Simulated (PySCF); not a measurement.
**Electron correlation in Mg³⁺ (magnesium, charge +3)**

[He] 2s2 2p5, 2P determinant. All numbers are calculated (PySCF 2.14, the non-relativistic Hamiltonian (point nucleus), in aug-cc-pVDZ (5s4p2d, 27 functions)). Frozen: [He] 2s2; 5 electrons correlated.

Total MP2 correlation energy: -0.44 mhartree.

Same-spin part -0.10 and opposite-spin part -0.34 mhartree; SCS-MP2 scales them by 1/3 and 6/5 to -0.44 mhartree.

```tsv
level	correlation energy (mhartree)
CCSD	-0.46
(T)	0.00
CCSD(T)	-0.46
```

Diagnostics: T1 = 0.00023, D1 = 0.0003, largest double amplitude 0.002.

Cost of the coupled-cluster step: 0.17 s of wall time on 1 thread of Neoverse-V1 (shared host), for 5 correlated electrons.

Iterations:

```
CC2 = 0
CCSD nocc = (np.int64(3), np.int64(2)), nmo = (25, 25)
frozen orbitals [[0, 1], [0, 1]]
max_cycle = 100
direct = 0
conv_tol = 1e-08
conv_tol_normt = 1e-06
diis_space = 8
diis_start_cycle = 0
Init t2, MP2 energy = -0.00043980931421768
Init E_corr(UCCSD) = -0.000439809314218039
cycle = 1  E_corr(UCCSD) = -0.00044697391304808  dE = -7.16459883e-06  norm(t1,t2) = 0.00129608
cycle = 2  E_corr(UCCSD) = -0.000454890217397966  dE = -7.91630435e-06  norm(t1,t2) = 0.00039315
cycle = 3  E_corr(UCCSD) = -0.000458181976525343  dE = -3.29175913e-06  norm(t1,t2) = 0.000137419
cycle = 4  E_corr(UCCSD) = -0.000458236223085609  dE = -5.42465603e-08  norm(t1,t2) = 7.43505e-06
cycle = 5  E_corr(UCCSD) = -0.000458224636559934  dE = 1.15865257e-08  norm(t1,t2) = 1.4784e-06
cycle = 6  E_corr(UCCSD) = -0.0004582253341333  dE = -6.97573366e-10  norm(t1,t2) = 1.52579e-07
UCCSD converged
E(UCCSD) = -195.8468721783032  E_corr = -0.0004582253341332997
UCCSD(T) correction = -1.69501160387697e-06
```
